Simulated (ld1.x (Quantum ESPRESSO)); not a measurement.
# Before and after: TM potential for phosphorus

ld1.x (Quantum ESPRESSO) 7.5 input, shortened:

```
&input
   title='P', zed=15., rel=1, dft='PBE', iswitch=3,
   config='[Ne] 3s2 3p3 3d-2'
 /
 &inputp
   pseudotype=2, tm=.true., lloc=-1, rcloc=1.20,
   nlcc=.true., rcore=1.40
 /
3
3S  1  0   2.00   0.00  1.75  1.75  0.0
3P  2  1   3.00   0.00  1.40  1.40  0.0
3D  3  2  -2.00  -0.15  1.55  1.55  0.0
 &test
   configts(1)='3s2 3p3'
 /
```

All-electron outer shells of the reference configuration (PBE, scalar-relativistic, ld1.x):

| shell | level (eV) | outermost node (bohr) | outermost maximum (bohr) |
| --- | --- | --- | --- |
| 2s | -173.99 | 0.14 | 0.42 |
| 2p | -124.49 | – | 0.36 |
| 3s | -13.97 | 0.65 | 1.58 |
| 3p | -5.51 | 0.64 | 1.83 |

Change: wave 3p (bound): rc 1.40 bohr becomes 3p (bound): rc 1.26 bohr.

Cutoffs: the cutoffs (Ry, on a coarse ladder) from which the occupation-weighted sum of valence levels, in a spherical-Bessel basis at the reference potential, stays within 10 and 1 mRy of its value at 400 Ry; they do not see the model core or the augmentation charge, which bear on the density cutoff. Errors are all-electron minus pseudo energies relative to the spin-unpolarised reference configuration.

Problem. What does the change do?

Solution. The potential gets harder (35 Ry and 60 Ry → 60 Ry and 100 Ry); of the 7 tests that both files solve, the error grows in 1 and shrinks in 2 by more than 15 % and 0.3 meV (median size 3.0 → 3.2 meV); neither file shows a bound ghost. A smaller radius makes the pseudo-wave follow the all-electron one further in, where it bends more sharply, so more plane waves are needed.

| quantity | base | changed |
| --- | --- | --- |
| cutoff, loose | 35 Ry | 60 Ry |
| cutoff, tight | 60 Ry | 100 Ry |
| loose cutoff by channel (10 mRy a level) | s 15 Ry, p 8 Ry | s 15 Ry, p 45 Ry |
| bound ghosts | none | none |
| error for 3s2 3p2, meV [ΔE 9.73 eV] | +3.0 | +3.2 |
| error for 3s2 3p1, meV [ΔE 28.88 eV] | +19 | +18 |
| error for 3s2 3p0, meV [ΔE 58.62 eV] | +59 | +50 |
| error for 3s2 3p2.5, meV [ΔE 3.77 eV] | +0.5 | +0.6 |
| error for 3s2 3p3.3, meV [ΔE -1.31 eV] | +0.2 | +0.2 |
| error for 3s1 3p3, meV [ΔE 18.85 eV] | +3.9 | +6.1 |
| error for 3s1 3p4, meV [ΔE 8.53 eV] | -1.1 | +0.4 |
| s: phases at 1.89 bohr within 0.05 rad from the reference energy up to (Ry; the scan ends near 5) | 2.1 | 2.1 |
| p: phases at 1.89 bohr within 0.05 rad from the reference energy up to (Ry; the scan ends near 5) | 3.9 | 3.7 |
| d: phases at 1.89 bohr within 0.05 rad from the reference energy up to (Ry; the scan ends near 5) | to the end of the scan | to the end of the scan |
